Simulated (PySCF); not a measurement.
Structure problem from calculated spectra and properties.

Formula: C3H9ClSi2.

| Item | Value |
| --- | --- |
| Valence photoelectron | vertical ionisation energy: 9.57 eV [ΔSCF B3LYP/def2-SVPD] |
| 13C NMR | chemical shifts (computed TMS as zero) by class: 157.4 (1 C), 156.4 (1 C), 31.7 (1 C) ppm [GIAO PBE0/pcSseg-1] |
| NMR, other nuclei | isotropic shieldings of nuclei other than C and H, by class: 388 (1 Si), 416 (1 Si), 920 (1 Cl) ppm [GIAO PBE0/pcSseg-1] |
| Triplet | lowest triplet excitation (Tamm–Dancoff): 4.07 eV [TDA B3LYP/def2-SVPD] |
| Dipole | 1.69 D [B3LYP/def2-SVPD] |
| Rotational structure | rotational constants A, B, C: 3.491, 0.656, 0.578 GHz [PBE0-D3(BJ)/def2-SVP] |
| UV, strongest line | among the 10 lowest singlet transitions: S5 at 6.53 eV (190 nm, f = 0.439) [TDDFT B3LYP/def2-SVPD] |

Electronic properties: PySCF, gas phase, density fitting. Levels stand in brackets. Geometry: PBE0-D3(BJ)/def2-SVP, one conformer, isolated molecule. NMR values are class means; diastereotopic atoms form classes of their own.

**Question.** Give a SMILES that accounts for the data.

**Answer.** Numbering: `[SiH3:1]/[CH:2]=[CH:3]/[SiH2:4][CH2:5][Cl:6]`. Its formula, C3H9ClSi2, gives 1 degree of unsaturation: 0 rings and 1 π bond in the structure found. 3 carbons fall into 3 classes; from least to most shielded: alkene CH carbon [C3] (157.4 ppm), alkene CH carbon [C2] (156.4 ppm), sp3 C–Cl carbon [C5] (31.7 ppm). The other shieldings belong to: 388 ppm, SiH2 silicon [Si4]; 416 ppm, SiH3 silicon [Si1]; 920 ppm, alkyl chlorine [Cl6]. The first electron is taken from the HOMO, whose largest Löwdin shares are 0.26 on the alkyl chlorine, 0.18 on an alkene CH carbon, 0.17 on an alkene CH carbon and 0.14 on the sp3 C–Cl carbon. The optimised geometry has point group C1 and is an asymmetric top. Structure: `[SiH3]/C=C/[SiH2]CCl`. The assignments are read from this structure; whether some other isomer fits the data as well wasn't checked.

Shape of the structure used: `[SiH3:1]/[CH:2]=[CH:3]/[SiH2:4][CH2:5][Cl:6]`: C2–C3–Si4–C5 122°, C3–Si4–C5–Cl6 59°.
